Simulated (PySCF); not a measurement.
A structure optimised at PBE0-D3(BJ)/def2-SVP, used in a PySCF frequency run:

```xyz
20

C     -4.5969    -0.1672     0.3584
C     -3.4054    -0.7741    -0.3648
C     -2.0750    -0.1552     0.0500
C     -0.8850    -0.7638    -0.6828
Sn     0.9595     0.0789    -0.0327
O      1.2791     1.8934    -0.7678
O      1.0024     0.2983     1.9391
O      2.5618    -0.9935    -0.4947
H     -5.5422    -0.6339     0.0433
H     -4.6765     0.9136     0.1597
H     -4.5090    -0.2952     1.4491
H     -3.3688    -1.8621    -0.1788
H     -3.5315    -0.6602    -1.4560
H     -2.1102     0.9332    -0.1346
H     -1.9419    -0.2696     1.1398
H     -0.8107    -1.8501    -0.5151
H     -0.9448    -0.6016    -1.7706
H      1.4753     2.5088    -0.0506
H      1.7933    -0.1162     2.3049
H      3.2182    -0.4374    -0.9322
```
Charge 0, spin multiplicity 1.

Question: Write its SMILES and formula.

Answer: CCC[CH2][Sn]([OH])([OH])[OH], C₄H₁₂O₃Sn

Question: What are its rotational constants (standard atomic weights)?

Answer: 2.5737, 0.54471, 0.53795 GHz
